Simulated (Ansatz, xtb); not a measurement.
Molecule: sum formula VO$_{2}$F (charge 0, singlet). 
Structure (B3LYP-D3(BJ)/def2-TZVP (Ansatz, an electronic-structure program) minimum search):
```xyz
4

V      0.0264    -0.0518    -0.1577
O     -1.2654    -0.9543    -0.0014
O     -0.3579     1.4112    -0.6262
F      1.3754    -0.2739     0.9609
```
Charge 0, spin multiplicity 1.

Harmonic wavenumbers from GFN2-xTB (xtb, at its own minimum), cm⁻¹: 270, 276, 359, 574, 941, 1005.

Task: Give the harmonic wavenumbers at B3LYP-D3(BJ)/def2-TZVP (Ansatz, finite differences of forces, unscaled).

Result: 139, 247, 377, 735, 1082, 1086 cm⁻¹. Zero-point energy 5.2 kcal/mol.

Task: From these and the geometry, give the ideal-gas thermochemistry at 298.15 K and 1 atm (rigid rotor, harmonic oscillator).

Result: Point group Cs, rotational symmetry number 1. Rotational constants 8.879, 6.146, 3.765 GHz. S(trans) 39.78, S(rot) 24.86, S(vib) 6.02, S(elec, spin only) 0.00, S 70.7 cal/(mol K). H(298) - H(0) 3.40 kcal/mol; G - E(el) -12.4 kcal/mol.
